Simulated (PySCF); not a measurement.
Run record: geometry optimisation, [MnS4]-, `[S]=[Mn-](=[S])(=[S])=[S]`.

Computed with PBE0-D3(BJ)/def2-SVP geometry optimisation, gas phase (PySCF 2.14.0). Start geometry: GFN2-xTB. The input is one job of a driver script: a line of settings, then coordinates in Å.

Input:
```
{"job": {"xc": "PBE0", "basis": "def2-SVP", "d3": "d3bj", "grid": 1, "maxiter": 40, "kind": "geom"}, "charge": -1, "multiplicity": 1}
Mn     0.000200     0.000540    -0.000120
S      0.009860    -0.016160     1.997610
S      1.879480     0.008720    -0.675150
S     -0.949310     1.633730    -0.647230
S     -0.940240    -1.626830    -0.675120
```

Output:
```
step   0  E = -2742.43120529  max force = 0.001307
step   1  E = -2742.43120557  max force = 0.000405
optimisation converged
```

Energies in Eh; «max force» is the largest Cartesian gradient component in Eh/bohr.

Main results: final energy -2742.43121 Eh after 1 step.

Problem. Give the final coordinates.

Solution. 0.004 Å rms from the input after alignment:
```
atom  x, y, z in Å
Mn1   -0.0022    0.0003    0.0014
S2     0.0071   -0.0188    2.0009
S3     1.8794    0.0095   -0.6684
S4    -0.9462    1.6373   -0.6508
S5    -0.9380   -1.6282   -0.6831
```

On Arm Neoverse V1, one thread, shared host, this took 18 s.
Labels such as C1 count atoms from 1, the log's own numbers from 0.
